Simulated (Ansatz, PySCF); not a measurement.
C₃H₁₀Hf, SMILES [HfH]([CH3])([CH3])[CH3], multiplicity 1. Atoms are numbered in the order given.

```xyz
14

Hf    -0.1394    -0.1259    -0.1244
C      1.9169    -0.3686    -0.8717
H      2.6077    -0.8012    -0.1251
H      2.3663     0.5732    -1.2361
H      1.8810    -1.0693    -1.7306
C     -0.2569    -0.7860     1.9724
H     -0.9802    -1.6255     2.0200
H     -0.6208    -0.0011     2.6603
H      0.7043    -1.1593     2.3703
C     -0.7488     1.9836    -0.2806
H     -1.6326     2.0288    -0.9491
H      0.0286     2.6340    -0.7215
H     -1.0468     2.4280     0.6865
H     -1.2928    -1.1728    -1.1596
```
Charge 0, spin multiplicity 1.

The structure is a stationary point at PBE0-D3(BJ)/def2-SVP. The spin state was assumed, not searched. The def2 effective core potentials stand for the cores of Hf; spin–orbit coupling is left out.

Two levels are set side by side: PBE-D3(BJ)/def2-SVP (Ansatz, a first-principles code) and PBE0-D3(BJ)/def2-SVP (Ansatz). Each level has its own optimised geometry; the coordinates shown are those of the second. Frequencies come from the Hessian of PySCF at each geometry. Differences are taken from unrounded values.

```
quantity                            PBE0-D3(BJ)
----------------------------------  -----------
mean bond length (Å)                      1.418
bond Hf1–C2 (Å)                           2.201
bond Hf1–C6 (Å)                           2.201
bond Hf1–C10 (Å)                          2.201
bond Hf1–H14 (Å)                          1.870
bond C2–H3 (Å)                            1.105
bond C2–H4 (Å)                            1.105
bond C2–H5 (Å)                            1.109
bond C6–H7 (Å)                            1.109
bond C6–H8 (Å)                            1.105
bond C6–H9 (Å)                            1.105
bond C10–H11 (Å)                          1.109
bond C10–H12 (Å)                          1.105
bond C10–H13 (Å)                          1.105
highest harmonic wavenumber (cm⁻¹)         3125
mean harmonic wavenumber (cm⁻¹)            1302
zero-point energy (kcal/mol)              67.03
```

Task: What does PBE-D3(BJ) give, and how far is it from PBE0-D3(BJ)? (The exact figures need the calculation; the answer reports its results.)

Result: 
```
quantity                            PBE-D3(BJ)  PBE-D3(BJ) minus PBE0-D3(BJ)
----------------------------------  ----------  ----------------------------
mean bond length (Å)                     1.425                         0.007
bond Hf1–C2 (Å)                          2.205                         0.003
bond Hf1–C6 (Å)                          2.205                         0.003
bond Hf1–C10 (Å)                         2.205                         0.003
bond Hf1–H14 (Å)                         1.880                         0.009
bond C2–H3 (Å)                           1.113                         0.008
bond C2–H4 (Å)                           1.113                         0.008
bond C2–H5 (Å)                           1.118                         0.009
bond C6–H7 (Å)                           1.118                         0.009
bond C6–H8 (Å)                           1.113                         0.008
bond C6–H9 (Å)                           1.113                         0.008
bond C10–H11 (Å)                         1.118                         0.009
bond C10–H12 (Å)                         1.113                         0.008
bond C10–H13 (Å)                         1.113                         0.008
highest harmonic wavenumber (cm⁻¹)        3042                           -83
mean harmonic wavenumber (cm⁻¹)           1263                           -39
zero-point energy (kcal/mol)             65.02                         -2.01
```

Exact exchange shortens and stiffens bonds; PBE has none. Differences between two approximate levels are no errors against the true value.
